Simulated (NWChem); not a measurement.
HSeOBr; SMILES Br[Se]O

```xyz
4

Se     0.4003     0.9546     0.0029
Br    -0.0595    -1.3681     0.0058
O     -1.2457     1.7097     0.0696
H     -1.5602     1.7492    -0.8586
```
Atoms are numbered in this order, from 1.

Results from NWChem. Pople sets run with spherical d functions. Structure relaxed at the PBE-D3(BJ)/def2-SVP level. Ions are spin-unrestricted doublets at the neutral geometry; other ion states weren't tried.

Problem. What does the run give for LRC-wPBEh/6-31G*? Quantities: vertical ionisation energy, ΔSCF (eV); −ε(HOMO) (eV).

Solution. 
```json
{
  "vertical ionisation energy, ΔSCF (eV)": "9.29",
  "−ε(HOMO) (eV)": "8.71"
}
```
